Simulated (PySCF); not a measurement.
**Which setting was changed?**

All runs: PySCF with density fitting, gas phase, non-relativistic, closed shells, each molecule at its own PBE0-D3(BJ)/def2-SVP geometry. Shieldings use GIAOs. Starting from LC-wPBE/pcSseg-1, one thing was changed at a time: the functional to B97-D, the functional to HF, the functional to PBE0.

Changes against LC-wPBE/pcSseg-1 in 4 molecules:

```csv
molecule,changed to,mean 13C shielding (ppm),mean 1H shielding (ppm),HOMO energy (eV)
OB1COC[SiH2]1,B97-D,-12.9,0.00,+4.01
OB1COC[SiH2]1,HF,+9.0,+0.65,-0.52
OB1COC[SiH2]1,PBE0,-6.1,-0.12,+2.63
C#CCC[SiH2]F,B97-D,-5.6,-0.03,+4.12
C#CCC[SiH2]F,HF,+4.8,+0.44,+0.10
C#CCC[SiH2]F,PBE0,-2.9,-0.17,+2.82
F[C@H]1CC=C[SiH2]1,B97-D,-5.0,+0.02,+3.87
F[C@H]1CC=C[SiH2]1,HF,+8.1,+0.52,+0.32
F[C@H]1CC=C[SiH2]1,PBE0,-2.5,-0.14,+2.69
F/C=C1\CC[SiH2]1,B97-D,-7.7,-0.11,+3.88
F/C=C1\CC[SiH2]1,HF,+4.9,+0.44,+0.06
F/C=C1\CC[SiH2]1,PBE0,-3.9,-0.23,+2.65
```

For `B[C@H]1CO[SiH2]O1` the LC-wPBE/pcSseg-1 run gave mean 13C shielding 115.4 ppm, mean 1H shielding 26.01 ppm, HOMO energy -10.80 eV. The changed runs lost their labels:

```tsv
run	mean 13C shielding (ppm)	mean 1H shielding (ppm)	HOMO energy (eV)
A	102.5	26.01	-6.54
B	109.1	25.87	-8.03
C	125.4	26.88	-11.74
```

Which run belongs to which change?

A: B97-D; B: PBE0; C: HF.

```tsv
run	change of mean 13C shielding (ppm), here / mean of the others	change of mean 1H shielding (ppm), here / mean of the others	change of HOMO energy (eV), here / mean of the others	next best match
A	-12.9 / -7.8	0.00 / -0.03	+4.26 / +3.97	PBE0
B	-6.3 / -3.8	-0.14 / -0.17	+2.77 / +2.70	B97-D
C	+10.0 / +6.7	+0.87 / +0.51	-0.94 / -0.01	PBE0
```

Each run is given to the change whose mean effect on the other molecules lies nearest, every quantity measured in units of its scatter between molecules.

Would one quantity have been enough? Give each run to the change with the nearest mean effect on that quantity alone.

mean 1H shielding: 3 of 3 runs rightly; HOMO energy: 3 of 3 runs rightly; mean 13C shielding: 2 of 3 runs rightly.

Only sets that this rule tells apart clearly are shown.
